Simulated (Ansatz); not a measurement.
Cartesian coordinates (Å):
```xyz
5

V     -0.0100    -0.0119    -0.0191
O     -0.2258     1.0804     1.0727
Cl    -0.2086    -1.9331     0.9193
Cl    -1.5054     0.2671    -1.5347
Cl     1.9619     0.2436    -0.8289
```
Charge 0, spin multiplicity 1.

The numbers are results of frozen-core CCSD(T)/def2-TZVPP // TPSS-D3(BJ)/def2-SVP run with Ansatz (a program for electronic structure), not measurements. The restricted HF reference is unstable towards unrestricted orbitals.

```yaml
HF energy: -2396.36684 Ha
MP2 correlation energy: -1.49481 Ha
```

Q: Estimate the CCSD correlation energy, the (T) correction, the total energy and the T1 diagnostic.

A: 
```yaml
CCSD correlation energy: -1.40493 Ha
"(T) correction": -0.10785 Ha
CCSD(T) total energy: -2397.87962 Ha
T1 diagnostic: 0.033
```
